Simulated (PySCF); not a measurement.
**NMR data sheet: C3H8O3Si**

```yaml
Formula: C3H8O3Si
SMILES: CO[SiH](C=O)OC
InChI: InChI=1S/C3H8O3Si/c1-5-7(3-4)6-2/h3,7H,1-2H3
Point_group_of_the_computed_structure: C1
Degrees_of_unsaturation: 1
Carbon_signals: 2
Proton_signals: 3
```

Molfile (atoms numbered from 1):
```
C3H8O3Si
     RDKit          3D

 15 14  0  0  0  0  0  0  0  0999 V2000
    1.6634   -1.5909    1.2551 C   0  0  0  0  0  0  0  0  0  0  0  0
    1.2243   -0.2790    1.0374 O   0  0  0  0  0  0  0  0  0  0  0  0
    0.4436    0.3370   -0.2275 Si  0  0  0  0  0  4  0  0  0  0  0  0
    0.1648    2.1553    0.3020 C   0  0  0  0  0  0  0  0  0  0  0  0
   -0.5926    2.8811   -0.2962 O   0  0  0  0  0  0  0  0  0  0  0  0
   -0.9766   -0.4281   -0.3872 O   0  0  0  0  0  0  0  0  0  0  0  0
   -2.0767   -0.0859   -1.1900 C   0  0  0  0  0  0  0  0  0  0  0  0
    2.1083   -1.6341    2.2493 H   0  0  0  0  0  0  0  0  0  0  0  0
    2.4110   -1.8686    0.5099 H   0  0  0  0  0  0  0  0  0  0  0  0
    0.8301   -2.2919    1.1964 H   0  0  0  0  0  0  0  0  0  0  0  0
    1.2048    0.2759   -1.4776 H   0  0  0  0  0  0  0  0  0  0  0  0
    0.6918    2.5498    1.1953 H   0  0  0  0  0  0  0  0  0  0  0  0
   -2.9386   -0.6476   -0.8288 H   0  0  0  0  0  0  0  0  0  0  0  0
   -2.2825    0.9834   -1.1288 H   0  0  0  0  0  0  0  0  0  0  0  0
   -1.8794   -0.3486   -2.2312 H   0  0  0  0  0  0  0  0  0  0  0  0
  1  2  1  0
  2  3  1  0
  3  4  1  0
  4  5  2  0
  3  6  1  0
  6  7  1  0
  1  8  1  0
  1  9  1  0
  1 10  1  0
  3 11  1  0
  4 12  1  0
  7 13  1  0
  7 14  1  0
  7 15  1  0
M  END
```

No solvent model, non-relativistic Hamiltonian, a single conformation, rapidly exchanging positions averaged. Coordinates at the GFN2-xTB level; shielding tensors at PBE0/pcSseg-1 (GIAO); PySCF 2.14.0 with density-fitted response routines.

Shifts are taken against calculated references (same method and geometry level): $^{1}$H (σ = 31.72 ppm) and $^{13}$C (σ = 186.93 ppm) and $^{29}$Si (σ = 349.16 ppm) vs TMS; $^{17}$O (σ = 336.08 ppm) against H2O.

| carbon | δC, type | δH (multiplicity) | HMBC from (2–3 bonds) | span of the C tensor (ppm) |
| --- | --- | --- | --- | --- |
| C1/C7 | 52.7, CH3 | 3.97 (s) | H11 | 77 |
| C4 | 252.9, CH | 11.92 (d) | H11 | 276 |

Other nuclei:
| atoms | nucleus | environment | δ (ppm) | σ (ppm) |
| --- | --- | --- | --- | --- |
| H11 | $^{1}$H | hydrogen on a silicon bonded to C, 2 O | 4.42 | 27.29 |
| Si3 | $^{29}$Si | silicon bonded to C, 2 O, H | -67.8 | 417.0 |
| O5 | $^{17}$O | carbonyl oxygen | 941.4 | -605.3 |
| O2/O6 | $^{17}$O | oxygen bonded to C, Si | 20.3 | 315.8 |

Carbon types of the structure: 1 × CH, 2 × CH3, leaving 1 H on heteroatoms. δC 252.9: carbonyl carbon. δC 52.7: methyl carbon bonded to O; pulled downfield by the heteroatom. δH 11.92: hydrogen on a carbonyl carbon. δH 4.42: hydrogen on a silicon bonded to C, 2 O. δH 3.97: hydrogen on a methyl carbon bonded to O; its carbon carries O, an electronegative neighbour.

Shifts are as computed. Against solution values, carbons near 30 ppm lie about +3 ppm off and those near 130 ppm about +5 ppm. Of 1211 compounds with measured shifts, 218 miss one by over three times the rms of a fit or turn the order of signals round; such compounds aren't used in these exercises. Unscaled 17O shifts of doubly bonded oxygen tend to come out too high, by tens of ppm or more. Experimental scales use liquid or dissolved standards, which lie at an offset from isolated H2O (liquid H2O: subtract about 36 ppm). No couplings were computed; multiplicities are counted from neighbouring protons, with m where these are inequivalent, close in shift, in a saturated or five-membered ring or joined by F or P, and br s for small geminal =CH2 splittings.
